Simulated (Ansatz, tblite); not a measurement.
Cost and result up the ladder for GeMe(OMe)3 (C₄H₁₂GeO₃) (20 atoms). Total charge 0; singlet. Geometry: PBE-D4/def2-SVP.

Cartesian coordinates in Å:
```
Ge 0.5607 0.3521 0.2580
C 2.4197 0.6973 0.6747
H 2.9721 0.9510 -0.2501
H 2.8680 -0.1962 1.1485
H 2.4715 1.5530 1.3749
O -0.0033 -0.9266 1.3899
C -1.3755 -1.2787 1.4284
H -1.4773 -2.2332 1.9874
H -1.8115 -1.4308 0.4133
H -1.9914 -0.5114 1.9528
O 0.1937 -0.2107 -1.4148
C 0.6809 -1.4672 -1.8488
H 1.7907 -1.4777 -1.9723
H 0.2340 -1.6919 -2.8404
H 0.4123 -2.2977 -1.1553
O -0.3789 1.8635 0.3982
C -1.6293 2.0281 -0.2542
H -1.8223 3.1166 -0.3619
H -2.4683 1.5929 0.3376
H -1.6458 1.5674 -1.2661
```

Ansatz on 2 threads of AMD EPYC 7R13 on a shared host and a share (18 GiB) of an NVIDIA H100 80GB HBM3; xTB runs through tblite on one thread. Times are rough, summed over both states, and most runs start from the orbitals of an earlier one. PBE0-D4/def2-TZVP serves as the yardstick here, not as an exact answer. The other state is a doublet.

The xTB rows come from tblite. LC-ωPBE has ω = 0.4 bohr⁻¹.

Run but left out: PBE-D4/def2-TZVP (charge +1 doublet: an occupied level 0.03 eV above an empty one).

Raw xTB energies of ions are shifted by several eV.

```tsv
level	functions	wall time	vertical IE (eV)	difference from PBE0-D4/def2-TZVP (eV)
GFN2-xTB	49	0.026 s	13.59	4.06
GFN1-xTB	61	0.045 s	14.39	4.85
PBE0-D4/def2-TZVP	337	37 s	9.53	0.00
LC-ωPBE/def2-TZVP	337	37 s	10.17	0.64
```
